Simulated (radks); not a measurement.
Question: The mean radii <r> (bohr) of the occupied orbitals of an atom or ion are listed with their occupations. All-electron calculation, scalar-relativistic Kohn-Sham, LDA (Slater exchange, Perdew-Wang correlation), spin-polarised, spherical densities, finite nucleus; Fermi nuclear charge, rms radius of each element as measured or else 0.836 A^(1/3) + 0.57 fm. Program: a radial shooting solver on a logarithmic mesh with Libxc functionals.

orbital  occ.      <r>
1s up       1  0.09716
1s down     1  0.09715
2s up       1   0.4812
2s down     1   0.4809
2p up       3   0.4436
2p down     3   0.4433
3s up       1    1.687
3s down     1    1.705
3p up       3    2.044
3p down     1    2.122

Name the element and its charge. Open shells, if any, are filled with parallel spins first.

Answer: Z = 16, sulfur, charge 0: S in [Ne] 3s2 3p4. The 1s radius gives Z: for a bare nucleus <r> = (2 gamma + 1)/(2Z) with gamma = sqrt(1 - (Z/c)^2), 0.09332 bohr for Z = 16, and screening makes it slightly larger (0.09716 here). The occupations add up to 16, and the charge is Z minus that.
